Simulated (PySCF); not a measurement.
Adding and removing an electron: CsMg

ROHF-CCSD(T); basis Cs def2-SVPD with ECP46, Mg def2-SVPD; scalar-relativistic core potentials; PySCF 2.14. Neutral (ROHF): doublet (σ ↑), Re = 4.636 Å, ωe = 41.0 cm⁻¹, De = 0.07 eV.

CsMg⁺ (RHF): singlet (closed shell), Re = 4.313 Å, ωe = 68.2 cm⁻¹, De = 0.22 eV to Cs⁺ + Mg. The energies at the minima are -219.47639 hartree for CsMg and -219.34288 for CsMg⁺.

(1) Work out the adiabatic ionisation energy, without and with harmonic zero-point energies (1 hartree = 27.2114 eV, 1 eV = 8065.5 cm⁻¹), and the change of the bond length.

CsMg⁻ (RHF): singlet (closed shell), Re = 4.807 Å, ωe = 40.8 cm⁻¹, De = 0.14 eV to Cs⁻ + Mg. The energies at the minima are -219.47639 hartree for CsMg and -219.49392 for CsMg⁻.

(2) Work out the adiabatic electron affinity, without and with harmonic zero-point energies (1 hartree = 27.2114 eV, 1 eV = 8065.5 cm⁻¹), and the change of the bond length.

Correlated steps freeze 1 core orbital. Weak bonds: CsMg, CsMg⁺, CsMg⁻. Basis-set superposition, not corrected here, can be much of De in a small basis, most of all at correlated wavefunction levels. Spin–orbit coupling is left out. For an ion De counts to the pair picked by the measured ionisation energies or electron affinities, which need not be the lowest pair at this level. The CCSD T1 diagnostic is raised in CsMg⁻, a sign that a single reference may not be enough there. States were picked by a PBE0 search and need not be the measured ground states.

Answers

(1) At CCSD(T): 0.13351 hartree = 3.633 eV between the minima; the zero-point term (68.2 − 41.0)/2 cm⁻¹ = +0.002 eV makes it 3.635 eV. Re changes by -32.3 pm against the neutral. The electron leaves a σ orbital, and the shorter bond of the ion fits an antibonding orbital, or a change in how ionic the bond is.

(2) At CCSD(T): 0.01753 hartree = 0.477 eV between the minima; the zero-point term (41.0 − 40.8)/2 cm⁻¹ = +0.000 eV makes it 0.477 eV. Re changes by +17.1 pm against the neutral. The electron enters a σ orbital; the charge polarises the partner, so the anion is bound more strongly.
